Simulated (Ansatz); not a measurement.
A single point on C2H9AlSi2, SMILES `C[SiH2][Al]1[CH2][SiH2]1`.

```yaml
crystal:
  periodic: [false, false, false]
  atoms:
    - {symbol: C, position_ang: [-2.788540, -0.118445, -1.077538]}
    - {symbol: Si, position_ang: [-1.244821, -1.159475, -0.827148]}
    - {symbol: Al, position_ang: [0.594878, 0.039070, 0.256786]}
    - {symbol: C, position_ang: [2.489503, -0.136813, 0.745279]}
    - {symbol: Si, position_ang: [1.944804, 1.591057, 1.374865]}
    - {symbol: H, position_ang: [-2.577881, 0.740360, -1.718048]}
    - {symbol: H, position_ang: [-3.578844, -0.709380, -1.545962]}
    - {symbol: H, position_ang: [-3.160621, 0.257749, -0.122517]}
    - {symbol: H, position_ang: [-0.768659, -1.690159, -2.138658]}
    - {symbol: H, position_ang: [-1.563697, -2.344409, 0.024724]}
    - {symbol: H, position_ang: [3.274628, -0.158891, -0.012329]}
    - {symbol: H, position_ang: [2.732959, -0.852459, 1.535072]}
    - {symbol: H, position_ang: [2.612139, 2.729352, 0.685010]}
    - {symbol: H, position_ang: [2.021151, 1.783042, 2.849267]}
basis:
  gaussian: {orbitals: def2-QZVPP}
correlation: {method: mp2}
```

```sh
$ ansatz run in.yaml --threads 4 --pin off --events-out ev --progress --plain --max-ram 10444MiB
```

It prints (some lines left out):

```
Functional definition: HF
3461 factors; integrals over basis functions are off by at most 9.5e-4 eV
mean field evaluation 1: about -24505.9792 eV, gradient 4.4e1 eV
mean field evaluation 2: about -24506.0981 eV, gradient 4.4e1 eV
mean field evaluation 4: about -24511.7291 eV, gradient 4.4e0 eV
mean field evaluation 8: about -24511.8386 eV, gradient 2.9e-1 eV
mean field -24511.83915544 eV, -900.7934742410 hartree, gradient 3.5e-6 eV, S^2 0.000000; 0 other end points of the search recorded, 0 dependent functions left out
17 core orbitals not correlated: weight in the atoms' cores, before any rotation towards them, 1.000 or more for the frozen orbitals, at most 0.000 for the correlated occupied ones
reference -24511.83915544 eV, -900.7934742410 hartree; 14, 14 occupied and 563, 563 virtual orbitals, 3461 factors
second order -19.48229389 eV of doubles, -0.00000000 eV of singles
Total energy: -24531.32144933 eV, -901.5094353359 hartree
```

Run time 49 s (4 threads of an Arm Neoverse V1 on a shared host); peak host memory 4.5 GiB.
